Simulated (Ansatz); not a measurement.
Stepwise reaction of `[NH]=[Nb]([F])([F])[F]` with ammonia, as a gas-phase model of exchange steps in deposition or etching. ΔE in kJ/mol.

Computed with Ansatz on PBE0-D4/def2-TZVP structures; ΔE is electronic, products minus reactants. CBS: MP2 limit from def2 TZ/QZ plus the TZ coupled-cluster correction, frozen cores. This one scheme is used for every species. Functionals use def2-TZVPP. B3LYP here is the variant with VWN-RPA as its local correlation; programs differ in this. def2 core potentials past Kr. For Nb outer-core shells are correlated without core-valence functions, which leaves a few kJ/mol of doubt a bond. One conformer a species, not always the lowest.

| step | reaction | PBE-D4 | B3LYP-D4 | ωB97M-V | CCSD(T)/CBS |
| --- | --- | --- | --- | --- | --- |
| 1 | `[NH]=[Nb]([F])([F])[F]` + NH₃ → `[NH]=[Nb]([NH2])([F])[F]` + H–F | 75.6 | 75.1 | 77.0 | 64.1 |
| 2 | `[NH]=[Nb]([NH2])([F])[F]` + NH₃ → `[NH]=[Nb]([NH2])([NH2])[F]` + H–F | 92.0 | 92.5 | 93.9 | 81.5 |
| 3 | `[NH]=[Nb]([NH2])([NH2])[F]` + NH₃ → `[NH]=[Nb]([NH2])([NH2])[NH2]` + H–F | 108.5 | 109.5 | 109.9 | 98.7 |

Problem. By hand: ΔE of the 3 steps together at CCSD(T)/CBS.

Solution. (64.1) + (81.5) + (98.7) = 244.3 kJ/mol, or 81.4 kJ/mol a step.

In ΔE each step is higher than the one before. All are uphill at CCSD(T)/CBS. PBE-D4 differs from CCSD(T)/CBS by 9.8 to 11.5 kJ/mol a step. Isolated molecules leave out the surface, adducts and barriers. Largest T1 diagnostic: 0.021.
